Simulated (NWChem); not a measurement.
System: CH4Al cation; SMILES [AlH+][CH3]

NWChem input:

```
start job
memory heap 200 mb stack 700 mb global 900 mb
charge 1
geometry units angstroms noautosym nocenter noautoz
  Al     0.000000     0.000000    -0.708169
  C      0.000000     0.000000     1.190690
  H      0.270706    -0.991562     1.566558
  H     -0.994071     0.261343     1.566558
  H      0.723365     0.730219     1.566558
  H      0.000000     0.000000    -2.266369
end
basis spherical
  Al library def2-tzvpd
  C library def2-tzvpd
  H library def2-tzvpd
end
dft
  xc b3lyp
  iterations 150
end
property
  response 1 0.0773
end
task dft property
```

Coordinates come from a PBE0-D3(BJ)/def2-TZVP optimisation.

Field at 589 nm.

Problem. Predict the main results of this run. (B3LYP/def2-TZVPD.) Quantities: isotropic polarisability (bohr³); anisotropy (bohr³).

Solution. 
```
Property                          Result
--------------------------------  ------
isotropic polarisability (bohr³)    34.5
anisotropy (bohr³)                  18.4
```
